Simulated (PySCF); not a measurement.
## Electric field gradients and quadrupole coupling constants

Compound: C6H12OSi.
Geometry (PBE0-D3(BJ)/def2-SVP, Å), atoms numbered from 1 in this order:
```
atom  x, y, z in Å
O1     2.9446   -1.8898    0.7990
C2     2.2501   -1.2856    0.0284
C3     0.9704   -0.5675    0.3799
C4    -0.2003   -1.2333   -0.3589
C5    -1.5814   -0.6942    0.0144
C6    -1.8104    0.7712   -0.3722
Si7   -0.4715    1.8669    0.3759
C8     1.1321    0.9257    0.0455
H9     2.5276   -1.2092   -1.0602
H10    0.8333   -0.6991    1.4671
H11   -0.1754   -2.3152   -0.1485
H12   -0.0459   -1.1278   -1.4491
H13   -2.3453   -1.3300   -0.4640
H14   -1.7275   -0.8192    1.1024
H15   -1.7707    0.8808   -1.4709
H16   -2.8145    1.1051   -0.0646
H17   -0.4408    3.2324   -0.2343
H18   -0.6792    2.0071    1.8528
H19    1.9719    1.3602    0.6122
H20    1.3816    1.0412   -1.0257
```

Field gradients from the PBE0/pcSseg-1 density (PySCF, non-relativistic), principal values in atomic units, ordered |Vxx| ≤ |Vyy| ≤ |Vzz|:

```
atom     Vxx     Vyy      Vzz
  O1  0.4265  1.6285  -2.0549
```

Find the asymmetry η = (Vxx − Vyy)/Vzz and the couplings χ = eQV/h (234.96 MHz × Q in barn × V in au), with Q(17O) = −0.0256 b.

| atom | environment | nucleus | η | χzz (MHz) | χxx (MHz) | χyy (MHz) |
| --- | --- | --- | --- | --- | --- | --- |
| O1 | aldehyde oxygen | 17O | 0.58 | 12.36 | -2.57 | -9.80 |

The tensor is traceless: Vxx + Vyy + Vzz = 0.

What is Vzz at O1 in SI units (1 au = 9.71736 × 10²¹ V/m²)?

-2.0549 au = -19.969 × 10²¹ V/m².

What couplings would deuterons (Q(2H) = 0.00286 b) have in place of the hydrogens, at this geometry?

| atom | bonded to | bond length (Å) | Vzz (au) | η | χzz (kHz) |
| --- | --- | --- | --- | --- | --- |
| H9 | C2 | 1.126 | 0.2414 | 0.01 | 162 |
| H10 | C3 | 1.104 | 0.2770 | 0.00 | 186 |
| H11 | C4 | 1.102 | 0.2831 | 0.04 | 190 |
| H12 | C4 | 1.106 | 0.2787 | 0.03 | 187 |
| H13 | C5 | 1.103 | 0.2850 | 0.02 | 192 |
| H14 | C5 | 1.105 | 0.2802 | 0.02 | 188 |
| H15 | C6 | 1.105 | 0.2885 | 0.03 | 194 |
| H16 | C6 | 1.102 | 0.2942 | 0.03 | 198 |
| H17 | Si7 | 1.496 | 0.1397 | 0.01 | 94 |
| H18 | Si7 | 1.498 | 0.1392 | 0.00 | 94 |
| H19 | C8 | 1.102 | 0.2912 | 0.04 | 196 |
| H20 | C8 | 1.106 | 0.2857 | 0.04 | 192 |

Geometry: PBE0-D3(BJ)/def2-SVP, one conformer, isolated molecule. With a basis this small, the couplings can be 20 % off.
